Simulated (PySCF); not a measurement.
Geometry:
```csv
atom,x (Å),y (Å),z (Å)
C1,-2.418,-0.669,0.675
S2,-1.650,0.348,-0.567
O3,-2.627,1.319,-1.042
O4,-0.937,-0.523,-1.497
C5,-0.385,1.278,0.343
C6,0.751,0.357,0.690
O7,0.677,-0.497,1.541
O8,1.823,0.538,-0.064
Si9,3.095,-0.623,0.057
H10,-1.640,-1.242,1.196
H11,-2.980,-0.024,1.362
H12,-3.099,-1.328,0.120
H13,-0.852,1.708,1.239
H14,-0.089,2.066,-0.360
H15,2.558,-1.969,-0.265
H16,3.697,-0.569,1.415
H17,4.060,-0.157,-0.969
```

Geometry: PBE0-D3(BJ)/def2-SVP; GIAO shifts from PySCF 2.14.0 with density-fitted response routines, gas phase, non-relativistic, averaged over equivalent atoms.

At CAM-B3LYP/pcSseg-1 (207 basis functions, 2.1 min wall time on 1 thread of an Intel Xeon, shared host):
| atoms | δ (ppm) |
| --- | --- |
| C6 | 176.8 |
| C5 | 66.0 |
| C1 | 45.1 |
| S2 | 310.2 |
| O7 | 457.0 |
| O3/O4 | 236.2 |
| O8 | 217.0 |
| Si9 | -31.0 |
| H15/H16/H17 | 4.76 |
| H13/H14 | 3.57 |
| H10/H11/H12 | 2.96 |

Shifts are taken against calculated references (same method and geometry level): ¹³C (σref 182.45), ²⁹Si (σref 343.41), ¹H (σref 31.33) against TMS; ³³S (σref 487.21) vs CS2; H2O for ¹⁷O (σref 338.55).

**Question.** Predict the values at PBE0/pcSseg-1 on the same geometry.

**Answer.** 
```json
{"atoms": "C6", "δ at PBE0/pcSseg-1": "172.2", "change": "-4.6"}
{"atoms": "C5", "δ at PBE0/pcSseg-1": "64.0", "change": "-2.0"}
{"atoms": "C1", "δ at PBE0/pcSseg-1": "43.6", "change": "-1.5"}
{"atoms": "S2", "δ at PBE0/pcSseg-1": "300.6", "change": "-9.6"}
{"atoms": "O7", "δ at PBE0/pcSseg-1": "450.6", "change": "-6.4"}
{"atoms": "O3/O4", "δ at PBE0/pcSseg-1": "237.2", "change": "+1.0"}
{"atoms": "O8", "δ at PBE0/pcSseg-1": "215.2", "change": "-1.8"}
{"atoms": "Si9", "δ at PBE0/pcSseg-1": "-28.3", "change": "+2.7"}
{"atoms": "H15/H16/H17", "δ at PBE0/pcSseg-1": "4.84", "change": "+0.08"}
{"atoms": "H13/H14", "δ at PBE0/pcSseg-1": "3.64", "change": "+0.07"}
{"atoms": "H10/H11/H12", "δ at PBE0/pcSseg-1": "2.98", "change": "+0.02"}
```

References, each an isolated molecule treated in the same way: ¹³C (σref 184.41), ²⁹Si (σref 351.99), ¹H (σref 31.27) against TMS; ³³S (σref 495.66) vs CS2; ¹⁷O (σref 334.56) against H2O.

The largest change is at S2 (sulfone sulfur). Cost: 207 basis functions, 110 s wall time on 1 thread of an Intel Xeon, shared host. The order of the carbon signals is the same at both levels.

Unscaled 17O shifts of doubly bonded oxygen tend to come out too high, by tens of ppm or more. Experimental scales use liquid or dissolved standards, which lie at an offset from isolated H2O (liquid H2O: subtract about 36 ppm).
